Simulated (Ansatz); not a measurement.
Be₃Br₄⁺, 7 atoms. Hardware: 4 threads of Intel Xeon on a shared host.

Correlated methods freeze 36 core orbitals; core or outer-core shells of Br are correlated, in sets that lack core-valence functions.

Question: How many basis functions does each of these Ansatz runs have, and roughly what does it cost? PBE0-D4/def2-SVP, charge 1 doublet, energy, from earlier orbitals; RPA@PBE/def2-TZVP, charge 1 doublet, energy, from earlier orbitals; B2PLYP/def2-TZVP, charge 1 doublet, energy, from earlier orbitals; HF/def2-TZVP, charge 1 doublet, energy, from earlier orbitals; PBE0-D4/def2-SVP, charge 1 doublet, relaxation, 4 steps; PBE-D4/def2-SVP, charge 1 doublet, energy with a search over starts; HF/STO-3G, charge 1 doublet, energy; r2SCAN-D4/def2-TZVP, charge 1 doublet, energy, from earlier orbitals; PBE0-D4/def2-TZVP, charge 1 doublet, energy, from earlier orbitals; MP2/def2-TZVP, charge 1 doublet, energy, from earlier orbitals; PBE-D4/def2-TZVP, charge 1 doublet, energy and forces, from earlier orbitals; PBE-D4/def2-SVP, charge 1 doublet, energy, from earlier orbitals.

Answer: Other jobs shared the machine, so times can vary by a factor of up to 3. A dash marks memory too small to be measured apart from the calling script's.

```
                                                                         run  functions  fitting or Cholesky vectors  wall time  peak host memory (GiB)
                                         HF/STO-3G, charge 1 doublet, energy         87                          901      2.6 s                       –
            PBE-D4/def2-SVP, charge 1 doublet, energy, from earlier orbitals        155                         1782      6.5 s                       –
         PBE-D4/def2-SVP, charge 1 doublet, energy with a search over starts        155                         1782      9.5 s                       –
           PBE0-D4/def2-SVP, charge 1 doublet, energy, from earlier orbitals        155                         1608       15 s                    0.91
PBE-D4/def2-TZVP, charge 1 doublet, energy and forces, from earlier orbitals        249                         1927       16 s                       –
          RPA@PBE/def2-TZVP, charge 1 doublet, energy, from earlier orbitals        249                         1759       24 s                    0.91
               HF/def2-TZVP, charge 1 doublet, energy, from earlier orbitals        249                         1759       28 s                     1.3
              MP2/def2-TZVP, charge 1 doublet, energy, from earlier orbitals        249                         1759       32 s                     1.2
        r2SCAN-D4/def2-TZVP, charge 1 doublet, energy, from earlier orbitals        249                         1927       32 s                    0.63
          PBE0-D4/def2-TZVP, charge 1 doublet, energy, from earlier orbitals        249                         1759       36 s                     1.3
           B2PLYP/def2-TZVP, charge 1 doublet, energy, from earlier orbitals        249                         1759       41 s                     1.2
                     PBE0-D4/def2-SVP, charge 1 doublet, relaxation, 4 steps        155                         1701       62 s                    0.86
```
